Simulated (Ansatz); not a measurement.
`B[CH](O)[GeH3]` → B• + C• + Ge• + 7 H• + O•  (atomization)

Computed with Ansatz on PBE0-D4/def2-TZVP structures; ΔE is electronic, products minus reactants. CBS: MP2 limit from def2 TZ/QZ plus the TZ coupled-cluster correction, frozen cores. This one scheme is used for every species, atoms too. DFT in def2-TZVPP. B3LYP here is the variant with VWN-RPA as its local correlation; programs differ in this. Open shells (•) are unrestricted, without spin–orbit coupling. Spin–orbit coupling would lower the free atoms: a little for B, C, O; clearly for Ge. For Ge outer-core shells are correlated without core-valence functions, so the limit isn't a true one: a few kJ/mol of doubt a bond, and 10 to 20 or more in all where bonds break to atoms. Scalar relativity is left out up to krypton. Each species was taken in one conformer, which may not be the lowest.

(1) What is ΔE at CCSD(T)/CBS? (Estimate.)

(2) What do these levels give: B3LYP-D4, revPBE, B3LYP, SCS-MP2/def2-TZVPP, HF/def2-QZVPP, SCS-MP2/def2-QZVPP? (Estimate.)

Largest T1 diagnostic among the species: 0.014.

## Answers

(1) Ansatz gave: +37.52 eV.

(2) Ansatz gave: B3LYP-D4 37.49, revPBE 36.51, B3LYP 37.16, SCS-MP2/def2-TZVPP 36.95, HF/def2-QZVPP 27.30, SCS-MP2/def2-QZVPP 37.48 eV.

In def2-TZVPP, CCSD(T) changes the Hartree–Fock value by +9.45 eV (the triples alone add +0.52 eV) and MP2 by +9.73 eV; breaking electron pairs costs correlation energy, which Hartree–Fock lacks. At CCSD(T), def2-SVP lies −2.06 eV from the extrapolated value and def2-TZVPP −0.78 eV: correlation converges slowly with the basis, and small sets miss more of it in the bonded molecule than in its fragments. From r2SCAN to r2SCAN0 (25 % exact exchange), in def2-TZVPP and without D4, ΔE moves by −0.55 eV: exact exchange takes away binding that semilocal exchange gives to molecules.

For atomizations the MP2-based limit and the directly extrapolated one differ by several kJ/mol either way, and by 10 to 25 for some Ge, Se and Sn compounds, so smaller differences from it don't rank the levels.
